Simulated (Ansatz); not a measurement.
Born–Oppenheimer molecular dynamics of C2H4AlN (8 atoms, charge 0, multiplicity 1). It starts at the highest image of a converged band. Of that band: The profile has 2 maxima (images 1, 3) with wells between them (image 2): this band takes more than one step, which may be the mechanism or a detour left from its start path. Neighbouring images differ by up to 4.3 eV, so the band resolves the path poorly. A vibrational analysis at the climbing image gives one clearly imaginary mode, 1430i cm⁻¹: a first-order saddle point.

Level of theory: RKS B3LYP/STO-3G in Ansatz.

```
ensemble                      : NVE (velocity Verlet)
time step                     : 0.5 fs
steps asked                   : 200
starting velocities drawn for : 100 K
seed                          : 8945
```

First frame:

```xyz
8
Properties=species:S:1:pos:R:3
C 0.920 2.006 -1.218
C 0.725 1.179 -0.351
Al 0.564 -0.025 1.149
N -0.596 -1.378 0.406
H 1.074 2.736 -1.998
H -0.834 -0.765 1.633
H -0.497 -2.373 0.747
H -1.264 -1.437 -0.425
```

What does the run give?

The run went to its last step.

```
steps done                                               : 200
time covered                                             : 100 fs
mean temperature over the second half                    : 782 K
spread of the potential energy over the second half      : 12.6 meV per atom
mean potential energy of the second half above the start : -66.1 meV per atom
```

The conserved energy stayed within 0.47 meV per atom of its start (net change -0.006 meV per atom), so the integration is sound. The kinetic energy rose, since the run started high on the potential surface and went downhill. It ends in pieces (C2HAl + H3N), so much of that is their flight and rotation, not heat. A run of 0.1 ps of so small a system gives no equilibrium averages. The orbitals stay closed-shell, which can raise the energy where a bond breaks towards radicals; this wasn't checked here. Limits of this set-up: minimal basis.

What happens to the structure?

Between its relaxed ends the band would form N4–H6 and break Al3–H6. These pairs go: N4–H6 1.39 → 1.06 Å, Al3–H6 1.65 → 4.44 Å. In the last frame they stand as after the step (other bonds may differ from the relaxed reactants and products). Also parted: Al3–N4 1.93 → 3.72 Å. It ends as C2HAl + H3N. Pairs count as bonded within 1.25 times the sum of covalent radii (0.12 Å more for H–H). The details hang on the random start.

How do temperature and energy run in time?


```
time (fs)  T (K)  potential energy less start (eV)  conserved less start (meV/atom)
      0.0    100                             0.000                             0.00
      3.0     47                             0.042                             0.12
      6.0     45                             0.043                             0.09
      9.0     69                             0.024                             0.01
     12.0     28                             0.057                             0.13
     15.0     63                             0.029                             0.08
     18.0    140                            -0.031                             0.05
     21.0    364                            -0.203                             0.16
     24.0    758                            -0.510                             0.05
     27.0   1163                            -0.827                            -0.31
     30.0   1142                            -0.806                             0.23
     33.0   1707                            -1.249                            -0.37
     36.0   1703                            -1.246                            -0.42
     39.0   1274                            -0.909                             0.26
     42.0   1545                            -1.124                            -0.35
     45.0   1350                            -0.972                            -0.29
     48.0    855                            -0.584                             0.26
     51.0   1114                            -0.789                            -0.33
     54.0    927                            -0.643                            -0.18
     57.0    612                            -0.396                             0.23
     60.0    960                            -0.669                            -0.25
     63.0    878                            -0.603                            -0.02
     66.0    717                            -0.477                             0.16
     69.0    888                            -0.613                            -0.24
     72.0    678                            -0.448                             0.00
     75.0    580                            -0.370                             0.21
     78.0    877                            -0.605                            -0.26
     81.0    646                            -0.423                             0.03
     84.0    584                            -0.374                             0.18
     87.0    982                            -0.687                            -0.31
     90.0    731                            -0.488                             0.15
     93.0    724                            -0.484                             0.00
     96.0    843                            -0.579                            -0.32
     99.0    594                            -0.381                             0.19
```

Run time: 3.2 min on 1 thread of Arm Neoverse V2, on a shared host, peak memory 0.08 GiB.
